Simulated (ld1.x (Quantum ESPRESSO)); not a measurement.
**Before and after: TM potential for Ru (Z = 44)**

ld1.x (Quantum ESPRESSO) 7.5 input, shortened:

```
&input
   title='Ru', zed=44., rel=1, dft='PBE', iswitch=3,
   config='[Kr] 4d6 5s0 5p0'
 /
 &inputp
   pseudotype=2, tm=.true., lloc=2,
   nlcc=.false.
 /
3
4S  1  0   2.00   0.00  1.45  1.45  0.0
4P  2  1   6.00   0.00  1.55  1.55  0.0
4D  3  2   6.00   0.00  2.15  2.15  0.0
 &test
   configts(1)='4s2 4p6 4d6 5s0 5p0'
 /
```

Change: wave 4d (bound): rc 2.15 bohr becomes 4d (bound): rc 2.54 bohr.

Cutoffs: the cutoffs (Ry, on a coarse ladder) from which the occupation-weighted sum of valence levels, in a spherical-Bessel basis at the reference potential, stays within 10 and 1 mRy of its value at 400 Ry; they do not see the model core or the augmentation charge, which bear on the density cutoff. Errors are all-electron minus pseudo energies relative to the spin-unpolarised reference configuration.

**Question.** How do hardness, ghosts and transferability respond?

**Answer.** The potential gets neither clearly harder nor softer (70 Ry and 100 Ry → 70 Ry and 100 Ry); the s channel sets the loose cutoff, while the largest relative change is in d, which becomes softer; of the 7 tests that both files solve, the error grows in 7 and shrinks in 0 by more than 15 % and 0.3 meV (median size 165.5 → 249.0 meV); neither file shows a bound ghost. More of the atom is replaced by a form fitted at one configuration, so other configurations suffer.

| quantity | base | changed |
| --- | --- | --- |
| cutoff, loose | 70 Ry | 70 Ry |
| cutoff, tight | 100 Ry | 100 Ry |
| loose cutoff by channel (10 mRy a level) | s 55 Ry, p 25 Ry, d 35 Ry | s 60 Ry, p 25 Ry, d 30 Ry |
| bound ghosts | none | none |
| error for 4s2 4p6 4d7 5s1 5p0, meV [ΔE -25.48 eV] | +166 | +249 |
| error for 4s2 4p6 4d7 5s0 5p0, meV [ΔE -18.19 eV] | -6.7 | -19 |
| error for 4s2 4p6 4d5 5s0 5p0, meV [ΔE 30.62 eV] | -2.9 | +6.1 |
| error for 4s1 4p6 4d7 5s1 5p0, meV [ΔE 57.21 eV] | +271 | +562 |
| error for 4s2 4p6 4d8 5s0 5p0, meV [ΔE -25.81 eV] | -25 | -81 |
| error for 4s2 4p5 4d7 5s1 5p0, meV [ΔE 26.91 eV] | +316 | +617 |
| error for 4s2 4p6 4d6 5s2 5p0, meV [ΔE -23.78 eV] | +478 | +834 |
